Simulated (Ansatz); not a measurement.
```yaml
crystal:
  periodic: [false, false, false]
  atoms:
    - {symbol: Ge, position_ang: [0.004180, 0.031974, -1.065749]}
    - {symbol: I, position_ang: [1.869553, 0.007355, 0.494053]}
    - {symbol: I, position_ang: [-1.939178, 0.010656, 0.636038]}
basis:
  gaussian: {orbitals: def2-mTZVPP}
hamiltonian: {xc: {name: revPBE0}}
scf: {omitted_lower_state_checks: [starts]}
```

```sh
$ ansatz run in.yaml --threads 4 --pin off --events-out ev --progress --plain --max-ram 3916MiB
```

Shortened log:

```
Functional definition: revPBE0
1006 factors; integrals over basis functions are off by at most 2.1e-4 eV
mean field evaluation 1: about -72715.6892 eV, gradient 1.7e1 eV
mean field evaluation 2: about -72714.3580 eV, gradient 2.9e1 eV
mean field evaluation 4: about -72716.3055 eV, gradient 8.3e-1 eV
mean field evaluation 8: about -72716.3178 eV, gradient 4.1e-2 eV
mean field evaluation 16: about -72716.3178 eV, gradient 5.0e-5 eV
mean field -72716.31780360 eV, -2672.2753903920 hartree, gradient 5.0e-5 eV, S^2 0.000000; 0 other end points of the search recorded, 0 dependent functions left out
reference -72716.31783086 eV, -2672.2753913935 hartree; 41, 41 occupied and 67, 67 virtual orbitals, 1006 factors
Total energy: -72716.31783086 eV, -2672.2753913935 hartree
Checks for a lower state left out: starts
```

Hardware: 4 threads of Arm Neoverse V2 on a shared host. Wall time 1.1 s.

In the def2 sets I takes a core potential; there is no spin–orbit coupling.
